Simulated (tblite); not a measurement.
Start geometry of `CC[C+]=[C]CCC` [radical] from a force field or distance geometry (Å):
```
atom  x, y, z in Å
C1    -2.8233    0.7971    0.4588
C2    -2.5516   -0.6753    0.3031
C3    -1.1907   -0.9376   -0.1843
C4    -0.1132   -1.2595   -0.7925
C5     1.2632   -0.9396   -0.4027
C6     1.4802    0.4377    0.1316
C7     2.9849    0.5272    0.4376
H8    -2.2670    1.2813    1.2921
H9    -2.6773    1.2891   -0.5173
H10   -3.9462    0.8615    0.6589
H11   -3.3434   -1.0428   -0.4052
H12   -2.7505   -1.2216    1.2631
H13    1.8655   -0.9918   -1.3485
H14    1.7468   -1.7158    0.2480
H15    0.9784    0.6625    1.0898
H16    1.2552    1.2350   -0.6121
H17    3.4260    1.0294   -0.4521
H18    3.2046    1.1388    1.3089
H19    3.4486   -0.4663    0.5457
```

Problem. What comes out of this run: tblite 0.8.0, GFN2-xTB geometry optimisation, gas phase?

Solution. 
```
atom  x, y, z in Å
C1    -3.428    0.646    0.415
C2    -2.798   -0.698    0.104
C3    -1.380   -0.695    0.004
C4    -0.164   -0.693   -0.085
C5     1.256   -0.716   -0.183
C6     1.978    0.524    0.319
C7     3.485    0.424    0.199
H8    -3.028    1.067    1.336
H9    -3.224    1.363   -0.381
H10   -4.504    0.538    0.518
H11   -3.212   -1.118   -0.827
H12   -3.081   -1.438    0.871
H13    1.512   -0.887   -1.242
H14    1.624   -1.621    0.324
H15    1.707    0.690    1.369
H16    1.623    1.412   -0.217
H17    3.802    0.375   -0.842
H18    3.953    1.300    0.640
H19    3.867   -0.464    0.700
```

The energy falls by 32.0 kcal/mol over 102 L-BFGS steps, the largest force on an atom goes from 4.71 to 0.009 eV/Å, and the atoms move by 0.612 Å rms after alignment. The bond that changes most is C3=C4 (both ends carbon bonded to 2 C), which shortens by 0.059 Å. Bonds longer at the end by more than 0.005 Å: 2 of 18; shorter: 15. Among the angles that change most is C3–C4–C5, from 127.6° to 179.0°. Among the dihedrals that turn most is H16–C6–C7–H19, from -141° to -179°. Rotational constants go from 5411, 1133, 981.4 to 8869, 850.7, 795.7 MHz. The orientation of the end geometry is arbitrary; only internal coordinates are fixed.

Time: 0.57 s. Hardware: Arm Neoverse V2, one thread, no GPU, on a shared host.

Its GFN2-xTB frequencies are all real (lowest 28 cm⁻¹).

One conformer stands for the species.

These are computed values.
